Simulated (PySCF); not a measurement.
## A ladder for the ionisation energy of Br

Br [Ar] 3d10 4s2 4p5 (2P) → Br⁺ [Ar] 3d10 4s2 4p4 (3P). Scalar values calculated with PySCF 2.14 in aug-cc-pVQZ-DK (spin-free X2C; valence: [Ar] 3d10 frozen). The spin-orbit shift comes from two-component X2C-1e calculations (generalised Hartree-Fock, GHF, and MP2 on its spinors, GMP2) in x2c-QZVPPall-2c: GMP2 gives 11.726 eV without and 11.669 eV with screened spin-orbit coupling, a shift of -0.056 eV (GHF: -0.058 eV). Sums use unrounded values; where a UHF row is shifted, it takes the GHF shift.

| method | scalar (eV) |
| --- | --- |
| UHF | 10.713 |
| MP2 (valence) | 11.676 |
| SCS-MP2 (valence) | 11.693 |
| CCSD (valence) | 11.686 |
| CCSD(T) (valence) | 11.736 |
| LDA | 12.074 |
| PBE | 11.785 |
| PBE0 | 11.792 |
| r2SCAN | 11.850 |
| LC-wPBE | 11.855 |
| wB97X-V | 11.877 |
| wB97X | 11.839 |
| revPBE | 11.710 |

(1) Form a composite estimate from CCSD(T) (valence) and the spin-orbit shift, and compare it with the reference, 11.814 eV (measured; NIST Atomic Spectra Database, ionization energies).

The errors of the correlated levels include the incompleteness of the basis and the frozen core, so a lower level can come closer by cancellation.

A first-order Landé estimate from the scalar orbitals gives -0.021 eV instead; single two-component determinants are not pure J levels in LS coupling, so the shift is uncertain by about that difference.

## Answers

(1) 11.736 + (-0.056) = 11.680 eV, an error of -0.134 eV.
